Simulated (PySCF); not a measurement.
Structure with atom numbers: `[CH3:1][CH:2]([CH3:3])[S:4]([CH3:5])(=[O:6])=[O:7]`. Hydrogens are named by the atom that carries them.

GIAO shifts from PySCF 2.14 on PBE0-D3(BJ)/def2-TZVP geometries (one conformer, non-relativistic, equivalent nuclei averaged), against TMS at the same level and in the same medium; PCM means IEF-PCM chloroform.

Measured (solution, not stated per compound (mostly CDCl3 or CCl4); Pretsch, Buehlmann, Badertscher, Structure Determination of Organic Compounds, 4th ed. (2009)): C2 53.5, C1/C3 15.2, H(C2) 3.13, H(C1)/H(C3) 1.41 ppm.

Which unscaled values do B97-2/pcSseg-2, gas; WP04/pcSseg-2, PCM; wB97X-D/pcSseg-2, PCM give, and how close are they?

Answers


| atoms | measured | B97-2/pcSseg-2, gas | WP04/pcSseg-2, PCM | wB97X-D/pcSseg-2, PCM |
| --- | --- | --- | --- | --- |
| C2 | 53.5 | 58.6 | 64.6 | 60.8 |
| C1/C3 | 15.2 | 16.9 | 18.3 | 16.9 |
| H(C2) | 3.13 | 2.72 | 3.03 | 2.93 |
| H(C1)/H(C3) | 1.41 | 1.29 | 1.37 | 1.32 |

Mean absolute error for 13C: B97-2/pcSseg-2, gas 3.4, WP04/pcSseg-2, PCM 7.1, wB97X-D/pcSseg-2, PCM 4.5 ppm.

Mean absolute error for 1H: B97-2/pcSseg-2, gas 0.26, WP04/pcSseg-2, PCM 0.07, wB97X-D/pcSseg-2, PCM 0.14 ppm.
